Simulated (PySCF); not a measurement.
Gas-phase reaction: 2 SbF5 + 3 Cl2 ⇌ 2 SbCl3 + 5 F2

Energies from PySCF, thermal terms from the rigid-rotor harmonic-oscillator model, ideal gas at 1 bar. † marks an energy on the PBE0/def2-TZVP geometry and frequencies. MP2 freezes the core. All species are closed-shell singlets. B3LYP is the form with VWN-RPA correlation. Sb: scalar-relativistic def2 core potential, no spin-orbit coupling. MP2 isn't extrapolated to the basis-set limit; its ΔH°(298 K) is 1789.2 kJ in def2-SVP and 1924.6 kJ in def2-TZVPP. The harmonic model lacks anharmonicity and excited electronic states, which grow with temperature; levels with a mode under 35 cm⁻¹ are left out. Soft modes under 120 cm⁻¹ make the harmonic entropy rough for SbF5, SbCl3.

ΔH° and ΔS° at 298 K: B3LYP/def2-TZVP† 1779 kJ, 328 J/K; M06-2X/def2-TZVP† 1997 kJ, 328 J/K; MP2/def2-SVP† 1789 kJ, 328 J/K; MP2/def2-TZVPP† 1925 kJ, 328 J/K.

With the heat capacities included, give log10 K (1 bar) at 500, 800, 1000, 1400, 1800 K from B3LYP/def2-TZVP†, M06-2X/def2-TZVP†, MP2/def2-SVP†, MP2/def2-TZVPP†.


```
T (K)  B3LYP/def2-TZVP†  M06-2X/def2-TZVP†  MP2/def2-SVP†  MP2/def2-TZVPP†
-----  ----------------  -----------------  -------------  ---------------
500              -168.7             -191.5         -169.8           -184.0
800               -99.3             -113.5         -100.0           -108.8
1000              -76.2              -87.6          -76.7            -83.8
1400              -49.9              -58.1          -50.3            -55.4
1800              -35.4              -41.8          -35.7            -39.7
```
